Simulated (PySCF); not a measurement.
In(GeH3)(H)2 (GeH₅In), SMILES [GeH3][InH2]. Atoms are numbered in the order given.

```xyz
7

In     1.0213     0.0482    -0.2775
Ge    -1.4897    -0.0723     0.4028
H     -1.8760    -1.4376     1.0025
H     -1.7930     0.9912     1.4790
H     -2.4395     0.2028    -0.7782
H      2.2065    -0.8686     0.5840
H      1.5294     1.0627    -1.5814
```

Coordinates come from a PBE0-D3(BJ)/def2-TZVP optimisation. The def2 effective core potentials stand for the cores of In; spin–orbit coupling is left out.

Calculation: PySCF with TDA-ωB97X/def2-SVPD.

Vertical excitations. The molecule is in vacuum.

Question: Give excitation energies, oscillator strengths and character. (An estimate is asked for; the answer gives what the named calculation found.)

Answer: 
```json
[
 {"state": "S1", "energy (eV)": "4.15", "λ (nm)": "299", "f": "0.003", "main pairs": "HOMO→LUMO 98 %"},
 {"state": "S2", "energy (eV)": "4.87", "λ (nm)": "254", "f": "0.000", "main pairs": "HOMO−1→LUMO 97 %"},
 {"state": "S3", "energy (eV)": "6.73", "λ (nm)": "184", "f": "0.545", "main pairs": "HOMO→LUMO+1 89 %"},
 {"state": "S4", "energy (eV)": "7.00", "λ (nm)": "177", "f": "0.032", "main pairs": "HOMO→LUMO+3 79 %"},
 {"state": "S5", "energy (eV)": "7.10", "λ (nm)": "175", "f": "0.071", "main pairs": "HOMO→LUMO+2 69 %, HOMO→LUMO+4 18 %"},
 {"state": "S6", "energy (eV)": "7.35", "λ (nm)": "169", "f": "0.004", "main pairs": "HOMO−3→LUMO 86 %"},
 {"state": "S7", "energy (eV)": "7.51", "λ (nm)": "165", "f": "0.037", "main pairs": "HOMO−2→LUMO 59 %, HOMO→LUMO+4 27 %"},
 {"state": "S8", "energy (eV)": "7.58", "λ (nm)": "164", "f": "0.436", "main pairs": "HOMO→LUMO+4 27 %, HOMO−2→LUMO 24 %, HOMO→LUMO+5 18 %, HOMO→LUMO+2 16 %"},
 {"state": "S9", "energy (eV)": "7.69", "λ (nm)": "161", "f": "0.271", "main pairs": "HOMO−1→LUMO+1 53 %, HOMO−1→LUMO+2 35 %"},
 {"state": "S10", "energy (eV)": "8.02", "λ (nm)": "155", "f": "0.081", "main pairs": "HOMO−1→LUMO+2 39 %, HOMO−1→LUMO+1 21 %, HOMO−1→LUMO+4 13 %, HOMO→LUMO+6 11 %"},
 {"state": "T1", "energy (eV)": "3.72", "λ (nm)": "334", "f": "0", "main pairs": "HOMO→LUMO 97 %"},
 {"state": "T2", "energy (eV)": "4.58", "λ (nm)": "270", "f": "0", "main pairs": "HOMO−1→LUMO 96 %"},
 {"state": "T3", "energy (eV)": "5.66", "λ (nm)": "219", "f": "0", "main pairs": "HOMO→LUMO+1 80 %"},
 {"state": "T4", "energy (eV)": "6.23", "λ (nm)": "199", "f": "0", "main pairs": "HOMO→LUMO+3 61 %, HOMO−1→LUMO+1 15 %"}
]
```
Triplets are in the Tamm–Dancoff approximation.
